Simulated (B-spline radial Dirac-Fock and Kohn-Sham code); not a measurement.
# Si 2p1/2: cross section and angular parameters

System: neutral silicon, configuration 1s2 2s2 2p6 3s2 3p2; threshold 99.80 eV (tabulated edge). Level of theory: Dirac-Hartree-Slater photoionisation with a Latter tail; cross sections with all multipoles, angular parameters from the dipole term and its interference with E2; an atomic code on a B-spline grid.

```tsv
hν (eV)	σ (kb)	β	γ	δ
149	1380	1.142	-0.008	0.011
150	1370	1.151	-0.007	0.011
154	1320	1.184	-0.004	0.011
196	882	1.379	0.033	0.012
221	695	1.429	0.055	0.012
329	278	1.486	0.144	0.015
330	276	1.486	0.145	0.016
368	210	1.481	0.173	0.017
530	80.7	1.421	0.272	0.022
623	51.7	1.377	0.318	0.025
693	38.2	1.344	0.349	0.028
928	16.2	1.236	0.435	0.038
1060	10.8	1.181	0.474	0.043
1090	9.92	1.169	0.482	0.045
1260	6.31	1.105	0.524	0.052
1486.9	?	?	?	?
2760	0.472	0.737	0.730	0.115
2984.4	0.360	0.702	0.748	0.124
3310	0.251	0.657	0.771	0.136
3430	0.221	0.642	0.779	0.140
3920	0.138	0.587	0.809	0.158
4000	0.128	0.579	0.814	0.160
5414.7	0.0432	0.467	0.885	0.205
5680	0.0362	0.451	0.897	0.213
6290	0.0249	0.418	0.924	0.230
9251.7	0.00588	0.307	1.036	0.305
12000	0.00218	0.243	1.118	0.363
13500	0.00138	0.216	1.157	0.392
```

Task: Give the values at Al Kα (taken as 1486.9 eV).

Result: σ = 3.72 kb, β = 1.029, γ = 0.571, δ = 0.062.

Values without a named source are computed, but for edge energies of neutral atoms, which are taken from tables.
